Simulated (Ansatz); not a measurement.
A run for Ansatz (a quantum-chemistry and plane-wave program): R-CCSD(T)/def2-SVP on H2SSn (SMILES [SH][SnH]), a point of a torsion scan. Elements past Kr take the def2 small-core potentials; no spin–orbit coupling. The run froze 14 orbitals, filled d shells among them.

Ansatz 0.2 input:
```yaml
crystal:
  periodic: [false, false, false]
  atoms:
    - {symbol: S, position_ang: [-1.22805188, 0.44708095, 0.50677698]}
    - {symbol: Sn, position_ang: [1.00759494, 0.84551644, -0.40890804]}
    - {symbol: H, position_ang: [-1.53451269, -0.55148667, -0.30962126]}
    - {symbol: H, position_ang: [1.67772036, -0.86291277, -0.05514527]}
basis:
  gaussian:
    orbitals: def2-SVP
magnetization: {spin_polarized: false}
correlation: {method: ccsd_t, electrons: outside_noble_gas}
scf: {lower_state_search: off}
```

Output:

```
WARN ansatz: RAYON_NUM_THREADS=1 ignored (pool sized by the plan → 1); use --threads N
Functional definition: HF
these checks for a lower state are left out or cut short: stability, starts, cluster_reference, orbital_swaps, neighbouring_geometries, increment
integrals: 0.02 GiB planned
606 factors; integrals over basis functions are off by at most 5.6e-4 eV
mean field: 0.12 GiB planned
mean field evaluation 1: about -16650.2083 eV, gradient 1.4e1 eV
mean field evaluation 2: about -16650.2483 eV, gradient 1.4e1 eV
mean field evaluation 4: about -16651.1083 eV, gradient 1.4e0 eV
mean field evaluation 8: about -16651.1250 eV, gradient 1.2e-4 eV
mean field -16651.12504478 eV, -611.9175588578 hartree, gradient 1.7e-6 eV, S^2 0.000000; 0 other end points of the search recorded, 0 dependent functions left out
14 core orbitals not correlated
reference -16651.12504478 eV, -611.9175588578 hartree; 6, 6 occupied and 34, 34 virtual orbitals, 606 factors
second order -5.41243986 eV of doubles, -0.00000000 eV of singles
coupled cluster: 0.08 GiB planned
cycle   1  -6.05035700 eV  change   -6.4e-1 eV  update   7.6e-2
cycle   2  -6.31539676 eV  change   -2.7e-1 eV  update   3.0e-2
cycle   3  -6.35125030 eV  change   -3.6e-2 eV  update   1.4e-2
cycle   4  -6.34871126 eV  change    2.5e-3 eV  update   5.8e-3
cycle   5  -6.34828518 eV  change    4.3e-4 eV  update   3.1e-3
cycle   6  -6.34832033 eV  change   -3.5e-5 eV  update   1.6e-3
cycle   7  -6.34845278 eV  change   -1.3e-4 eV  update   7.0e-4
cycle   8  -6.34864284 eV  change   -1.9e-4 eV  update   2.7e-4
cycle   9  -6.34861093 eV  change    3.2e-5 eV  update   1.1e-4
cycle  10  -6.34861013 eV  change    8.0e-7 eV  update   4.5e-5
cycle  11  -6.34861579 eV  change   -5.7e-6 eV  update   1.9e-5
cycle  12  -6.34861412 eV  change    1.7e-6 eV  update   7.5e-6
perturbative correction -0.17982991 eV, -0.0066086272 hartree
Total energy: -16657.65348881 eV, -612.1574747506 hartree
Checks for a lower state left out: stability, starts, cluster_reference, orbital_swaps, neighbouring_geometries, increment
```

Self-consistency was reached.

Cost: about 0.8 core-seconds (a rough figure).
